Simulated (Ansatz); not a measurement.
Ta₅Si₃⁺ (the lowest singlet isomer of a short search). Total charge 1; singlet. Geometry PBE-D4/def2-SVP, basis def2-TZVP, Ansatz.

```xyz
8

Ta   -0.7374   -1.5373    0.6386
Ta   -2.1806    0.5928    0.3400
Ta    0.2340    1.0959   -0.8965
Ta    0.6817   -1.5627   -1.5255
Ta   -1.5955   -0.5015   -1.8757
Si    1.9660    1.7225    1.0404
Si   -0.0890    0.7727    1.7329
Si    1.7208   -0.5824    0.5458
```

```json
{"run": "A", "HOMO (eV)": "-7.78", "LUMO (eV)": "-7.32"}
{"run": "B", "HOMO (eV)": "-7.99", "LUMO (eV)": "-7.57"}
{"run": "C", "HOMO (eV)": "-8.43", "LUMO (eV)": "-6.62"}
{"run": "D", "HOMO (eV)": "-7.86", "LUMO (eV)": "-7.20"}
{"run": "E", "HOMO (eV)": "-8.07", "LUMO (eV)": "-6.98"}
```

In the def2 sets Ta takes a core potential; there is no spin–orbit coupling. HSE06 is defined as in plane-wave codes, on full-range PBE exchange. The structure comes from a short search, and lower isomers may exist.

Q: The runs used HSE06, LDA (SPW92), PBE, PBE0, r2SCAN. Estimate which is which.

A: A PBE (0 % exact exchange); B LDA (SPW92) (0 % exact exchange); C PBE0 (25 % exact exchange); D r2SCAN (0 % exact exchange); E HSE06 (range-separated). Exact exchange lowers occupied and raises empty levels; among semilocal functionals meta-GGAs tend to open the gap a little, and such runs are hard to tell apart. The gap grows from 0.42 eV (LDA (SPW92)) to 1.81 eV (PBE0). This restricted singlet of an open-shell metal (gap down to 0.46 eV) wasn't tested against broken symmetry. The restricted singlet is unstable towards broken spin symmetry in Hartree–Fock (as tested in another run); at LDA (SPW92)/def2-TZVP, PBE0-D4/def2-TZVP, r2SCAN-D4/def2-TZVP, HSE06-D4/def2-TZVP this wasn't settled.
